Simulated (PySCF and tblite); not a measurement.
The numbers below are computed, except where a source is named.
# Rotation: stationary points, barriers and rates

System: C6H7NSe, numbered as in [cH:1]1[cH:2][se:3][c:4]([CH:5]2[CH2:6][CH2:7]2)[n:8]1.

Motion: rotation about the C4–C5 bond (torsion Se3–C4–C5–C6 from -35° to 146°, rising). Level: PBE0/pcSseg-1 + D3(BJ) on GFN2-xTB stationary points, with GFN2-xTB thermal terms. Rates follow Eyring's equation with the number of equivalent paths and no tunnelling. Programs: tblite and PySCF.

| point | symmetry | E(GFN2) kcal/mol | E(DFT) kcal/mol | ZPE change kcal/mol | lowest mode cm⁻¹ | dipole D |
| --- | --- | --- | --- | --- | --- | --- |
| start | Cs | 0.0 | 0.0 | 0.00 | 52 | 1.29 |
| saddle | C1 | 3.6 | 1.7 | -0.10 | 49i | 1.09 |
| end | Cs | 0.9 | -1.1 | 0.04 | 47 | 0.96 |

* Electronic barrier: 1.7 kcal/mol
* Barrier with zero-point energy: 1.6 kcal/mol
* ΔH‡ (298 K): 1.1 kcal/mol
* ΔS‡ (298 K, symmetry apart): -2.9 cal/(mol K)
* Paths: 2 equivalent paths
* End point: a different minimum
* Mean lifetime of the start against this motion at 298 K: 2.3 ps
* Cost: 2.2 min on 1 thread of Intel Xeon Platinum 8488C (shared host) (rough), peak memory 1 GiB, launched as `OMP_NUM_THREADS=1 python ens_run.py task.json out`

```tsv
T/K	ΔG‡ kcal/mol	k s⁻¹	ΔG kcal/mol	k back s⁻¹
150	1.7	2×10¹⁰	-1.1	5.6×10⁸
200	1.8	9.2×10¹⁰	-1.1	5.8×10⁹
250	1.9	2.4×10¹¹	-1.1	2.4×10¹⁰
298	2.0	4.4×10¹¹	-1.2	6.1×10¹⁰
350	2.1	7.2×10¹¹	-1.2	1.3×10¹¹
400	2.2	1×10¹²	-1.2	2.2×10¹¹
500	2.5	1.7×10¹²	-1.3	4.6×10¹¹
```

ΔG and ΔG‡ leave out symmetry numbers and mirror images; rates count paths: 2 out, 2 back.

The barrier is low, and the GFN2-xTB saddle may lie off the DFT one, so take it as rough. Spin–orbit effects of heavy atoms on shieldings are missing.
